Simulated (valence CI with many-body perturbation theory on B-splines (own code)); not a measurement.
# Valence orbitals of Sb17+

Method: valence CI with perturbative core correlation (CI+MBPT): six valence electrons over a frozen Dirac-Fock core [Ar] 3d10, radial functions for each j: 9 s, 9 p, 8 d, 6 f, 3 g, 1 h, with the one-electron correlation potential Σ1, the two-electron term Σ2, the three-electron term Σ3, Breit, model QED; selected CI, second order for the rest, scaled by the run's own slope (own B-spline code, finite nucleus).

No measured levels were compared; by estimate levels hold to about 250 cm⁻¹ or 0.2 % of their energy and the worst to 1 %, as in measured heavy ions of charge 2 to 7; those with d or f electrons hold less well. Among the levels kept, up to 1100 cm⁻¹ of a level comes from second order outside the variational space, and about a tenth of that is noise between levels of different J, which matters for small intervals.

These are the spectroscopic orbitals of the CI (the correlating ones are not listed), shaped by the core and the other valence electrons. h is the expectation value of the core's Dirac-Fock operator, without the valence repulsion; Σ1 is computed up to l = 3 at one energy for each symmetry, that of its lowest orbital but kept below the first core excitation, so for empty shells it is not the orbital's own correlation shift; Breit and QED include the response of the core.

```
Orbital  h (hartree)  Σ1 (cm⁻¹)  Breit (cm⁻¹)  QED (cm⁻¹)  ⟨r⟩ (bohr)
  4s1/2      -25.377     -11353          2249        1711      0.7228
  5s1/2      -14.561      -3561           886         679       1.298
  6s1/2       -9.441      -1609           431         334       2.047
  7s1/2      -6.6229       -882           246         191       2.958
  4p1/2      -23.636     -11130          3432       -71.1      0.7399
  5p1/2       -13.74      -3575          1367       -27.7       1.345
  6p1/2      -9.0002      -1669           689       -13.8       2.118
  7p1/2       -6.359       -931           399        -8.0       3.054
  4p3/2      -23.147     -10317          2136        94.1      0.7577
  5p3/2      -13.523      -3392           855        38.2       1.369
  6p3/2       -8.885      -1599           452        19.5       2.147
  7p3/2      -6.2906       -897           262        11.3       3.088
  4d3/2      -20.297     -10055          1180       -93.9      0.7869
  5d3/2      -12.185      -3428           493       -37.9       1.456
  6d3/2      -8.1662      -1709           265       -20.1       2.278
  4d5/2        -20.2      -9816           653       -45.4      0.7920
  5d5/2       -12.14      -3360           267       -18.1       1.463
  6d5/2      -8.1421      -1676           144        -9.5       2.285
  4f5/2      -17.162      -8726           232       -30.9      0.8092
  5f5/2      -10.797      -2982           114       -15.7       1.540
  4f7/2       -17.15      -8595          10.2       -20.5      0.8105
  5f7/2       -10.79      -2932           5.0       -10.6       1.542
  5g7/2      -10.232                      1.5        -1.5       1.474
  5g9/2       -10.23                     -3.5         0.4       1.474
```

Among the shells of the start configuration 4s2 4p4, Σ1 is largest in size for 4s1/2, where it is 0.20 % of h.

Lowest root of each symmetry, sizes in configuration state functions:

```json
{"J": "0", "Parity": "even", "Roots": "3", "Reference": "20", "Variational": "43426", "Second order": "973334", "Change by selected CI (cm⁻¹)": "-19091", "Change by second order (cm⁻¹)": "-49"}
{"J": "1", "Parity": "even", "Roots": "2", "Reference": "37", "Variational": "56941", "Second order": "3004880", "Change by selected CI (cm⁻¹)": "-17922", "Change by second order (cm⁻¹)": "-125"}
{"J": "2", "Parity": "even", "Roots": "3", "Reference": "56", "Variational": "53147", "Second order": "4629776", "Change by selected CI (cm⁻¹)": "-18046", "Change by second order (cm⁻¹)": "-160"}
{"J": "0", "Parity": "odd", "Roots": "5", "Reference": "26", "Variational": "58835", "Second order": "1287794", "Change by selected CI (cm⁻¹)": "-17640", "Change by second order (cm⁻¹)": "-44"}
{"J": "1", "Parity": "odd", "Roots": "10", "Reference": "69", "Variational": "58485", "Second order": "4293592", "Change by selected CI (cm⁻¹)": "-18312", "Change by second order (cm⁻¹)": "-292"}
{"J": "2", "Parity": "odd", "Roots": "11", "Reference": "85", "Variational": "54072", "Second order": "7539076", "Change by selected CI (cm⁻¹)": "-16553", "Change by second order (cm⁻¹)": "-795"}
{"J": "3", "Parity": "odd", "Roots": "8", "Reference": "75", "Variational": "53609", "Second order": "7592130", "Change by selected CI (cm⁻¹)": "-25271", "Change by second order (cm⁻¹)": "-924"}
{"J": "4", "Parity": "odd", "Roots": "5", "Reference": "51", "Variational": "52970", "Second order": "6917546", "Change by selected CI (cm⁻¹)": "-25647", "Change by second order (cm⁻¹)": "-789"}
{"J": "5", "Parity": "odd", "Roots": "1", "Reference": "27", "Variational": "53770", "Second order": "5250905", "Change by selected CI (cm⁻¹)": "-30727", "Change by second order (cm⁻¹)": "-575"}
```
